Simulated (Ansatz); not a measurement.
Two isomers of CH6BNOSi: A = `N=C([SiH3])BO`, B = `B[Si]1(O)CN1`.

Computed with Ansatz on PBE0-D4/def2-TZVP structures; ΔE is electronic, products minus reactants. CCSD(T)/CBS adds triple-zeta CCSD(T) − MP2 to the extrapolated MP2 energy (def2 sets, frozen cores). Functionals use def2-TZVPP. Each species was taken in one conformer, which may not be the lowest.

A:

Z-matrix (Å, degrees):
```
Si
C 1 1.903
H 1 1.486 2 111.1
H 1 1.486 2 111.1 3 121.2
H 1 1.490 2 106.8 3 -119.4
B 2 1.576 1 120.8 3 -60.6
N 2 1.282 1 122.7 3 119.4
O 6 1.352 2 116.4 1 0.1
H 6 1.198 2 121.8 1 -179.9
H 7 1.025 2 111.8 1 -0.0
H 8 0.960 6 114.0 2 180.0
```

B:

Z-matrix (Å, degrees):
```
Si
O 1 1.645
C 1 1.851 2 119.8
B 1 1.979 2 112.1 3 -149.9
N 1 1.715 2 121.5 3 57.8
H 2 0.959 1 118.1 3 -25.0
H 3 1.092 1 115.5 2 -0.6
H 3 1.087 1 126.1 2 -151.5
H 4 1.193 1 119.2 2 -157.0
H 4 1.194 1 121.6 2 28.6
H 5 1.009 1 129.5 2 6.2
```

Problem. Which is lower in electronic energy at CCSD(T)/CBS, and by how much? (An estimate is asked.)

Solution. The calculation gave: A, by 19.2 kcal/mol.

Problem. Give E(B) − E(A) in kcal/mol with LDA (SPW92), r2SCAN-D4, BLYP-D4, CCSD/def2-TZVPP, CCSD(T)/def2-TZVPP, B2PLYP, CCSD(T)/def2-SVP. (Estimate.)

Solution. Ansatz gave: LDA (SPW92) 14.8, r2SCAN-D4 16.5, BLYP-D4 22.6, CCSD/def2-TZVPP 20.6, CCSD(T)/def2-TZVPP 21.2, B2PLYP 20.6, CCSD(T)/def2-SVP 35.9. None reverses the order clearly.

Problem. Does the order hold for the free energy at 298.15 K (harmonic terms from PBE0-D4)? (Estimate.)

Solution. Ansatz gave: Yes: G(B) − G(A) = +21.2 kcal/mol, for one conformer each.

Largest T1 diagnostic: 0.014.

From r2SCAN to r2SCAN0 (25 % exact exchange), in def2-TZVPP and without D4, E(B) − E(A) moves by −0.8 kcal/mol. At CCSD(T), def2-SVP lies +16.7 kcal/mol from the extrapolated value and def2-TZVPP +2.0 kcal/mol.
